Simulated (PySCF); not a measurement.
Computed IR spectrum (relative IR intensity) of a molecule C2H6N, multiplicity 2. Coordinates come from a PBE0-D3(BJ)/def2-TZVP optimisation. Other conformers were not sampled. These are PBE0-D3(BJ)/def2-TZVP in PySCF 2.14.0 values and carry that method's errors. Frequencies are harmonic and unscaled.

ν (cm⁻¹): 277 (m), 419 (w), 510 (m), 822 (vs), 852 (m), 962 (w), 1087 (w), 1138 (w), 1316 (vw), 1400 (w), 1451 (w), 1477 (w), 1654 (m), 2945 (s), 2959 (m), 3164 (w), 3276 (w) (against the strongest line: vs over 80 %, s over 45 %, m over 15 %, w over 4 %, vw less)

Question: Identify the compound among the candidates.
(A) CC[NH]
(B) C[CH]N
(C) [CH2]NC
(D) [CH2]CN

Answer: D, [CH2]CN
